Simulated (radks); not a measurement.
Problem. Species: Rh4+. Configuration: [Ar] 3d10 4s2 4p5.5 4d5 4f0.5 (fractional occupations, a model configuration). Method: scalar-relativistic Kohn-Sham, r2SCAN, spin-polarised, spherical densities, finite nucleus; open shells are filled with parallel spins first (spin-orbit coupling, left out, can overturn this in heavy ions); meta-GGA in the generalised Kohn-Sham scheme; Fermi nuclear charge, rms radius 4.4945 fm; computed with a radial shooting solver on a logarithmic mesh with Libxc functionals. Some entries of the table are withheld. Estimate them.

orbital,occ.,eigenvalue (hartree),<1/r> (bohr^-1)
1s up,1,-850.5930,47.05
1s down,1,-850.5880,47.05
2s up,1,-125.7152,10.67
2s down,1,-125.6595,10.67
2p up,3,-112.7926,10.32
2p down,3,-112.7483,10.32
3s up,1,-24.45833,3.726
3s down,1,-24.43907,3.723
3p up,3,-20.17731,3.543
3p down,3,-20.15071,3.540
3d up,5,-13.35841,3.309
3d down,5,-13.30934,3.308
4s up,1,-5.29041,1.413
4s down,1,-5.04336,1.426
4p up,3,-4.05001,1.284
4p down,2.5,-3.79129,1.294
4d up,5,-2.21918,1.031
4d down,0,-1.94473,1.035
4f up,0.5,-0.73640,(1)

Solution. 
(1) 4f up <1/r> (bohr^-1): 0.4736
